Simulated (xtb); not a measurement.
xtb input (GFN1-xTB):

```bash
xtb mol.xyz --gfn 1 --sp --chrg 0 --uhf 0
```
mol.xyz:
```
18

C     -1.44308944     2.07253183    -0.95552131
O     -1.40194510     0.71107832    -0.54906114
Si    -0.08705323    -0.03974390     0.04616801
S      0.62881648     0.78567592     1.88172065
O      1.10689274     0.15327149    -1.04982015
C      2.41630997    -0.39089803    -0.94715266
O     -0.49666692    -1.58872700     0.32623866
C     -1.25760588    -2.39465249    -0.56920671
H     -1.16405568     2.73291856    -0.13024069
H     -2.46358661     2.29913126    -1.26198183
H     -0.76823992     2.24682313    -1.79640463
H     -0.33239242     0.20975146     2.62286853
H      2.94224687     0.01063587    -0.07775949
H      2.38272907    -1.48003147    -0.86454524
H      2.96246274    -0.11915587    -1.84967158
H     -0.72064836    -2.54909057    -1.50868610
H     -2.22265790    -1.93232573    -0.78430346
H     -1.41810964    -3.35992690    -0.09073315
```

Output:

```
           -------------------------------------------------
          |                Calculation Setup                |
           -------------------------------------------------

           -------------------------------------------------
          |                 G F N 1 - x T B                 |
           -------------------------------------------------

        Reference                      10.1021/acs.jctc.7b00118
      * Hamiltonian:
        H0-scaling (s, p, d)           1.850000    2.250000    2.000000
        zeta-weighting                 0.000000
      * Dispersion:
        s8                             2.400000
        a1                             0.630000
        a2                             5.000000
        s9                             0.000000
      * Repulsion:
        kExp                           1.500000
        rExp                           1.000000
      * Coulomb:
        alpha                          2.000000
        third order                    atomic
        anisotropic                    false
      * Halogen bond correction:
        rad-scale                      1.300000
        damping                        0.440000

          ...................................................
          :                      SETUP                      :
          :.................................................:
          :  # basis functions                  64          :
          :  # atomic orbitals                  62          :
          :  # shells                           38          :
          :  # electrons                        50          :
          :  # halogen bonds                     0          :
          :  max. iterations                   250          :
          :  Hamiltonian                  GFN1-xTB          :
          :  restarted?                      false          :
          :  GBSA solvation                  false          :
          :  PC potential                    false          :
          :  electronic temp.          300.0000000     K    :
          :  accuracy                    1.0000000          :
          :  -> integral cutoff          0.2500000E+02      :
          :  -> integral neglect         0.1000000E-07      :
          :  -> SCF convergence          0.1000000E-05 Eh   :
          :  -> wf. convergence          0.2000000E-04 e    :
          :  Broyden damping             0.4000000          :
          :  net charge                          0          :
          :  unpaired electrons                  0          :
          ...................................................

 iter      E             dE          RMSdq      gap      omega  full diag
   1    -31.7938252 -0.317938E+02  0.740E+00    7.09       0.0  T
   2    -31.8416213 -0.477962E-01  0.440E+00    7.00       1.0  T
   3    -31.8419168 -0.295504E-03  0.780E-01    6.97       1.0  T
   4    -31.8435633 -0.164647E-02  0.118E-01    7.14       1.0  T
   5    -31.8438927 -0.329340E-03  0.477E-02    7.11       1.0  T
   6    -31.8439545 -0.618076E-04  0.185E-02    7.09       1.3  T
   7    -31.8439551 -0.677100E-06  0.360E-03    7.08       6.6  T
   8    -31.8439554 -0.240516E-06  0.552E-04    7.08      42.7  T
   9    -31.8439554 -0.231426E-08  0.721E-05    7.08     326.9  T
  10    -31.8439554 -0.651319E-10  0.175E-05    7.08    1345.0  T

   *** convergence criteria satisfied after 10 iterations ***

         #    Occupation            Energy/Eh            Energy/eV
      -------------------------------------------------------------
         1        2.0000           -0.8252278             -22.4556
       ...           ...                  ...                  ...
        19        2.0000           -0.4749674             -12.9245
        20        2.0000           -0.4636518             -12.6166
        21        2.0000           -0.4611649             -12.5489
        22        2.0000           -0.4577877             -12.4570
        23        2.0000           -0.4485068             -12.2045
        24        2.0000           -0.4279178             -11.6442
        25        2.0000           -0.3938074             -10.7160 (HOMO)
        26                         -0.1336539              -3.6369 (LUMO)
        27                         -0.1314558              -3.5771
        28                         -0.1258283              -3.4240
        29                         -0.1187099              -3.2303
        30                         -0.1031151              -2.8059
       ...                                ...                  ...
        62                          1.3752233              37.4217
      -------------------------------------------------------------
                  HL-Gap            0.2601535 Eh            7.0791 eV
             Fermi-level           -0.2637307 Eh           -7.1765 eV

 SCC (total)                   0 d,  0 h,  0 min,  0.032 sec
 SCC setup                      ...        0 min,  0.000 sec (  0.449%)
 Dispersion                     ...        0 min,  0.000 sec (  0.240%)
 classical contributions        ...        0 min,  0.000 sec (  0.101%)
 integral evaluation            ...        0 min,  0.007 sec ( 20.624%)
 iterations                     ...        0 min,  0.006 sec ( 19.592%)
 molecular gradient             ...        0 min,  0.019 sec ( 58.062%)
 printout                       ...        0 min,  0.000 sec (  0.878%)

         :::::::::::::::::::::::::::::::::::::::::::::::::::::
         ::                     SUMMARY                     ::
         :::::::::::::::::::::::::::::::::::::::::::::::::::::
         :: total energy             -31.612230641370 Eh    ::
         :: gradient norm              0.042317039673 Eh/a0 ::
         :: HOMO-LUMO gap              7.079136536207 eV    ::
         ::.................................................::
         :: SCC energy               -31.843955377775 Eh    ::
         :: -> electrostatic           0.107389235382 Eh    ::
         :: repulsion energy           0.239492829488 Eh    ::
         :: dispersion energy         -0.007768093084 Eh    ::
         :: halogen bond corr.         0.000000000000 Eh    ::
         :: add. restraining           0.000000000000 Eh    ::
         :: total charge               0.000000000000 e     ::
         :::::::::::::::::::::::::::::::::::::::::::::::::::::

           -------------------------------------------------
          |                Property Printout                |
           -------------------------------------------------

    * Orbital Energies and Occupations

         #    Occupation            Energy/Eh            Energy/eV
      -------------------------------------------------------------
         1        2.0000           -0.8252278             -22.4556
       ...           ...                  ...                  ...
        13        2.0000           -0.5607817             -15.2596
        14        2.0000           -0.5530867             -15.0503
        15        2.0000           -0.5489402             -14.9374
        16        2.0000           -0.5448233             -14.8254
        17        2.0000           -0.5000656             -13.6075
        18        2.0000           -0.4782826             -13.0147
        19        2.0000           -0.4749674             -12.9245
        20        2.0000           -0.4636518             -12.6166
        21        2.0000           -0.4611649             -12.5489
        22        2.0000           -0.4577877             -12.4570
        23        2.0000           -0.4485068             -12.2045
        24        2.0000           -0.4279178             -11.6442
        25        2.0000           -0.3938074             -10.7160 (HOMO)
        26                         -0.1336539              -3.6369 (LUMO)
        27                         -0.1314558              -3.5771
        28                         -0.1258283              -3.4240
        29                         -0.1187099              -3.2303
        30                         -0.1031151              -2.8059
        31                         -0.0663928              -1.8066
        32                         -0.0660064              -1.7961
        33                         -0.0633034              -1.7226
        34                         -0.0585647              -1.5936
        35                         -0.0579202              -1.5761
        36                         -0.0500904              -1.3630
       ...                                ...                  ...
        62                          1.3752233              37.4217
      -------------------------------------------------------------
                  HL-Gap            0.2601535 Eh            7.0791 eV
             Fermi-level           -0.2637307 Eh           -7.1765 eV

  Mulliken/CM5 charges         n(s)   n(p)   n(d)
     1C     0.17920  0.06302   0.967  2.854  0.000
     2O    -0.41418 -0.47393   1.636  4.778  0.000
     3Si    0.59935  0.54828   0.839  1.366  1.196
     4S    -0.21226 -0.25141   1.892  4.333 -0.013
     5O    -0.41817 -0.47763   1.637  4.781  0.000
     6C     0.17824  0.06181   0.967  2.855  0.000
     7O    -0.42122 -0.48019   1.638  4.784  0.000
     8C     0.18220  0.06578   0.967  2.850  0.000
     9H     0.01819  0.07886   0.982  0.000  0.000
    10H     0.01467  0.07464   0.985  0.000  0.000
    11H     0.02792  0.08924   0.972  0.000  0.000
    12H     0.14066  0.21226   0.859  0.000  0.000
    13H     0.02094  0.08152   0.979  0.000  0.000
    14H     0.02336  0.08412   0.977  0.000  0.000
    15H     0.01572  0.07568   0.984  0.000  0.000
    16H     0.02269  0.08320   0.977  0.000  0.000
    17H     0.02958  0.09164   0.970  0.000  0.000
    18H     0.01312  0.07310   0.987  0.000  0.000

Wiberg/Mayer (AO) data.
largest (>0.10) Wiberg bond orders for each atom

 ---------------------------------------------------------------------------
     #   Z sym  total        # sym  WBO       # sym  WBO       # sym  WBO
 ---------------------------------------------------------------------------
     1   6 C    3.914 --    10 H    0.988    11 H    0.986     9 H    0.985
                             2 O    0.920
     2   8 O    2.308 --     3 Si   1.266     1 C    0.920
     3  14 Si   5.153 --     2 O    1.266     7 O    1.266     5 O    1.264
                             4 S    1.228
     4  16 S    2.273 --     3 Si   1.228    12 H    0.934
     5   8 O    2.301 --     3 Si   1.264     6 C    0.922
     6   6 C    3.916 --    15 H    0.987    14 H    0.986    13 H    0.986
                             5 O    0.922
     7   8 O    2.296 --     3 Si   1.266     8 C    0.911
     8   6 C    3.912 --    18 H    0.988    16 H    0.987    17 H    0.986
                             7 O    0.911
     9   1 H    1.015 --     1 C    0.985
    10   1 H    1.020 --     1 C    0.988
    11   1 H    1.010 --     1 C    0.986
    12   1 H    0.988 --     4 S    0.934
    13   1 H    1.014 --     6 C    0.986
    14   1 H    1.009 --     6 C    0.986
    15   1 H    1.019 --     6 C    0.987
    16   1 H    1.009 --     8 C    0.987
    17   1 H    1.011 --     8 C    0.986
    18   1 H    1.020 --     8 C    0.988
 ---------------------------------------------------------------------------

Topologies differ in total number of bonds
Writing topology from bond orders to xtbtopo.mol

 dipole moment from electron density (au)
     X       Y       Z
  -0.0418  -0.1949  -0.4366  total (Debye):    1.220

           -------------------------------------------------
          | TOTAL ENERGY              -31.612230641370 Eh   |
          | GRADIENT NORM               0.042317039673 Eh/α |
          | HOMO-LUMO GAP               7.079136536207 eV   |
           -------------------------------------------------

------------------------------------------------------------------------
Note: The following floating-point exceptions are signalling: IEEE_DENORMAL
normal termination of xtb
------------------------------------------------------------------------
 total:
 SCF:
```
